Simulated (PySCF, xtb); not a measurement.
Mo(O)(NH)(NH2)(Me) (CH6MoN2O), SMILES [Mo]([NH2])(=[NH])(=[O])[CH3], multiplicity 1.

xtb with GFN2-xTB at its own geometry gives an orbital gap of 2.99 eV and a dipole moment of 5.04 D.

The structure is a stationary point at PBE-D3(BJ)/def2-SVP. The multiplicity is an assumed one; no other spin state was optimised. The structure was generated by enumeration; whether it is a known compound was not checked. The def2 effective core potentials stand for the cores of Mo; spin–orbit coupling is left out. One conformer was computed; it need not be the lowest.

**Question.** What does PySCF with HF/def2-TZVP give? (Estimate from the structure and the level; the computed values follow.)

**Answer.** gap 12.77 eV (levels -10.96 and 1.81 eV), dipole 2.63 D.
